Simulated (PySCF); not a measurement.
**Radial density of F⁺ (fluorine, charge +1)**

UHF, [He] 2s2 2p3 3s1, high-spin 5S determinant (an excited configuration). Computed with PySCF 2.14 in dyall-av2z, with no relativity, point nucleus.

```csv
r (bohr),4πr²ρ (e/bohr),4πr²(ρα − ρβ)
0.00314,0.05299,0.0002
0.00528,0.1448,0.0005
0.00888,0.3828,0.0014
0.0149,0.9731,0.0036
0.0251,2.291,0.0087
0.0423,4.778,0.0202
0.0711,8.092,0.0507
0.120,9.769,0.1592
0.201,7.013,0.5761
0.338,3.830,1.7764
0.569,5.188,3.2474
0.957,4.379,2.4538
1.61,1.075,0.6312
2.71,0.4376,0.4227
4.56,0.1291,0.1291
7.66,0.0003581,0.0004
```

The outer electron is Rydberg-like, and this basis confines it to a smaller radius and binds it less than a complete one would.
